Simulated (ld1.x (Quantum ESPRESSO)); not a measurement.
## Ranking TM potentials for Zr

All share these settings but for the change named:

ld1.x (Quantum ESPRESSO) 7.5 input, shortened:

```
&input
   title='Zr', zed=40., rel=1, dft='PBE', iswitch=3,
   config='[Kr] 4d2 5s0 5p0'
 /
 &inputp
   pseudotype=2, tm=.true., lloc=-1, rcloc=1.30,
   nlcc=.true., new_core_ps=.true., rcore=1.45
 /
3
4S  1  0   2.00   0.00  1.55  1.55  0.0
4P  2  1   6.00   0.00  1.75  1.75  0.0
4D  3  2   2.00   0.00  1.55  1.55  0.0
 &test
   configts(1)='4s2 4p6 4d2 5s0 5p0'
 /
```

Test errors are all-electron minus pseudo excitation energies from the reference, over 4s2 4p6 4d2 5s2 5p0; 4s2 4p6 4d2 5s1 5p0; 4s2 4p6 4d1 5s0 5p0; 4s2 4p6 4d3 5s0 5p0; 4s2 4p6 4d0 5s0 5p0; 4s2 4p5 4d2 5s2 5p0; 4s2 4p6 4d2 5s0 5p1. None of these files shows a bound ghost.

The base gives 2300.8 meV.

Of 12 variants that were run, those that failed, showed a ghost or another fault, or gave nearly equal values are left out.

A variant can come out equal or close to the base, since the largest error may sit in a test that the change hardly touches while other tests move.

Problem. Rank these variants by their largest absolute test error, smallest first.
A. local potential the s channel
B. wave 4s (bound): rc 1.55 bohr becomes 4s (bound): rc 1.84 bohr
C. functional PBEsol

Solution. A (795.9 meV), C (2308.6 meV), B (5510.6 meV).
